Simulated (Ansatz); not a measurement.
`C[B](Cl)[InH2]` + `CBr` → `CB(Cl)CBr` + `[InH3]` at 400 K and 1 bar (formal exchange of groups at a B–In bond).

Isolated molecules relaxed with PBE0-D4/def2-TZVP in Ansatz; ΔE leaves out vibrations. CBS: MP2 limit from def2 TZ/QZ plus the TZ coupled-cluster correction, frozen cores. def2 core potentials past Kr. For Br, In outer-core shells are correlated without core-valence functions, which leaves a few kJ/mol of doubt a bond. Scalar relativity is left out up to krypton. One conformer a species, not always the lowest.

| species | CCSD(T)/CBS energy (Eh) | H − E (kJ/mol) | S (J/(mol·K)) |
| --- | --- | --- | --- |
| `C[B](Cl)[InH2]` | -715.45322 | 172.0 | 401.9 |
| `CBr` | -2613.17401 | 113.0 | 259.0 |
| `CB(Cl)CBr` | -3137.06715 | 215.8 | 393.2 |
| `[InH3]` | -191.56739 | 59.8 | 243.4 |

H − E and S are ideal-gas, rigid-rotor, harmonic terms from PBE0-D4/def2-TZVP, for one conformer and one mirror image of each species. 1 Eh = 2625.50 kJ/mol, R = 8.31446 J/(mol·K).

By hand: ΔE, ΔH, ΔS and ΔG.

ΔE = (-3137.06715) + (-191.56739) − (-715.45322) − (-2613.17401) = -0.00731 Eh = -19.2 kJ/mol. Δ(H − E) = 215.8 + 59.8 − 172.0 − 113.0 = -9.4, so ΔH = -28.6 kJ/mol. ΔS = 393.2 + 243.4 − 401.9 − 259.0 = -24.3 J/(mol·K). ΔG = -28.6 − 400 × (-24.3)/1000 = -18.9 kJ/mol.

By hand: the equilibrium constant, and the temperature at which ΔG would vanish if ΔH and ΔS stayed fixed.

log₁₀ K = −ΔG/(RT ln 10) = 2.5. ΔG = 0 at ΔH/ΔS = 1177 K.

TΔS isn't small against ΔH here. A doubt of 5 kJ/mol in ΔE shifts log₁₀ K by 0.7 here. Other conformers and mirror images would add mixing entropy, several J/(mol·K) or more a flexible species. These are equilibria of isolated gas molecules and say nothing of rates. Largest T1 diagnostic: 0.014 (customary marks: 0.02 for closed shells, 0.045 for open ones).
